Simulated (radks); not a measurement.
The numbers below are computed, except where a source is named.
Task: Ionisation of neutral neodymium, [Xe] 4f4 6s2, to Nd+, [Xe] 4f4 6s1, under several functionals. Scalar-relativistic Kohn-Sham, spin-polarised, spherical densities, finite nucleus; open shells are filled with parallel spins first (spin-orbit coupling, left out, can overturn this in heavy ions); a radial shooting solver on a logarithmic mesh with Libxc functionals. Known Delta-SCF values: exchange-only LDA 4.620 eV; LDA (Slater exchange, Perdew-Wang correlation) 5.677 eV. What does XLYP give, and what is its highest occupied eigenvalue?

Result: 5.537 eV by Delta-SCF; the 4f eigenvalue is -2.302 eV. NIST: 5.525 eV (measured).
